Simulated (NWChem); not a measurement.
System: C3H5N2 cation; SMILES [nH]1cc[nH+]c1

Here is an NWChem input.

```
start job
memory heap 200 mb stack 900 mb global 1100 mb
charge 1
geometry units angstroms noautoz
  C     -0.681970     0.000000    -0.974087
  C      0.681970     0.000000    -0.974087
  N      1.069995     0.000000     0.343780
  C      0.000000     0.000000     1.133485
  N     -1.069995     0.000000     0.343780
  H     -1.393548     0.000000    -1.796260
  H      1.393548     0.000000    -1.796260
  H      2.031643     0.000000     0.677260
  H      0.000000     0.000000     2.222287
  H     -2.031643     0.000000     0.677260
end
basis spherical
  C library def2-svp
  N library def2-svp
  H library def2-svp
end
dft
  xc xctpssh
  iterations 150
  mulliken
end
task dft energy
```

All runs use the structure optimised with PBE0/def2-SVP.

Problem. Predict the main results of this run. (TPSSh/def2-SVP.) Quantities: energy (Ha); highest occupied level (eV); orbital gap (eV).

Solution. 
| Quantity | Value |
|---|---|
| energy (Ha) | -226.45 |
| highest occupied level (eV) | -12.26 |
| orbital gap (eV) | 6.15 |
